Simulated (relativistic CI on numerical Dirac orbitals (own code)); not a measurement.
# Crystal-field levels of Nb²⁺, 4d3

Calculated by Dirac-Coulomb-Breit CI, separate exchange-only KLI orbitals for each configuration, QED by a radiative potential, valence Slater integrals scaled by 0.85, one configuration in a parametric crystal field (own radial code).

Field parameters in Wybourne normalisation: D4h B²₀ = −7Ds, B⁴₀ = 21(Dq − Dt), B⁴₄ = 21√(5/14) Dq. The field is a parameter set, without covalency.

S is read from ⟨S²⟩ = S(S + 1).

Levels (cm⁻¹, degeneracy): 0 (2), 1 (2), 11464 (2), 11662 (2), 11755 (2), 11889 (2), 12197 (2), 18859 (2), 19240 (2), 19632 (2), 26215 (2), 26230 (2).

Question: Which field gives this pattern?
A. D4h, 10Dq = 26200, Ds = 140, Dt = -570 cm⁻¹
B. D4h, 10Dq = 26200, Ds = -270, Dt = -570 cm⁻¹
C. D4h, 10Dq = 26200, Ds = -1500, Dt = -570 cm⁻¹
D. D4h, 10Dq = 26200, Ds = -1090, Dt = -570 cm⁻¹

Answer: B. D4h, 10Dq = 26200, Ds = -270, Dt = -570 cm⁻¹, ground level with S = 1.50.
